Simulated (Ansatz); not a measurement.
Stepwise reaction of `F[Si](F)(I)I` with hydrogen chloride, as a gas-phase model of exchange steps in deposition or etching. ΔE in kJ/mol; ΔG adds harmonic PBE0-D4 terms to CCSD(T)/CBS, at 1 bar.

Program: Ansatz. Geometries: PBE0-D4/def2-TZVP. ΔE: electronic, gas phase. CCSD(T)/CBS adds triple-zeta CCSD(T) − MP2 to the extrapolated MP2 energy (def2 sets, frozen cores). This one scheme is used for every species. DFT in def2-TZVPP. B3LYP here is the variant with VWN-RPA as its local correlation; programs differ in this. def2 core potentials past Kr. For I outer-core shells are correlated without core-valence functions, which leaves a few kJ/mol of doubt a bond.

```json
{"step": "2", "reaction": "`F[Si](F)(Cl)I` + HCl → `F[Si](F)(Cl)Cl` + HI", "PBE-D4": "-16.2", "B3LYP-D4": "-21.3", "ωB97M-V": "-24.0", "CCSD(T)/CBS": "-18.6", "ΔG(400 K)": "-18.4"}
```

Question: Give the row of step 1, `F[Si](F)(I)I` + HCl → `F[Si](F)(Cl)I` + HI. (Estimate.)

Answer: The calculation gave: 
```tsv
step	reaction	PBE-D4	B3LYP-D4	ωB97M-V	CCSD(T)/CBS	ΔG(400 K)
1	`F[Si](F)(I)I` + HCl → `F[Si](F)(Cl)I` + HI	-13.9	-18.9	-22.1	-15.9	-20.4
```

Question: By hand: ΔE of the 2 steps together at CCSD(T)/CBS.

Answer: (-15.9) + (-18.6) = -34.5 kJ/mol, or -17.2 kJ/mol a step.

In ΔE the steps differ by no more than 2.7 kJ/mol. All are downhill at CCSD(T)/CBS. ΔG lies between -20.4 and -18.4 kJ/mol a step. PBE-D4 differs from CCSD(T)/CBS by 2.0 to 2.4 kJ/mol a step. Isolated molecules leave out the surface, adducts and barriers. Largest T1 diagnostic: 0.010.
